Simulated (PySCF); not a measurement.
## Radial density of Dy³⁺ (dysprosium, charge +3)

r2SCAN, [Xe] 4f9, one real determinant. All numbers are calculated (PySCF 2.14, scalar relativity by spin-free X2C-1e, in cc-pVDZ-X2C (8s7p5d3f1g, 84 functions)).

```csv
r (bohr),4πr²ρ (e/bohr),4πr²(ρα − ρβ)
0.0180,86.29,0.0033
0.0304,78.29,0.0079
0.0511,109.0,0.0144
0.0859,105.2,0.0230
0.144,95.22,0.2894
0.243,80.79,1.8953
0.409,49.22,5.7197
0.687,37.39,5.7964
1.16,12.86,2.1561
1.94,3.420,0.1702
3.27,0.1002,0.0000
5.50,0.0001172,0.0000
```

Densities and radii are taken from the X2C orbitals without a picture-change correction, which distorts them close to the nucleus.

⟨L²⟩ = 24.01 against 30 for a pure H term, so this real determinant mixes terms. Spin-orbit coupling, absent here, splits the open shell strongly.
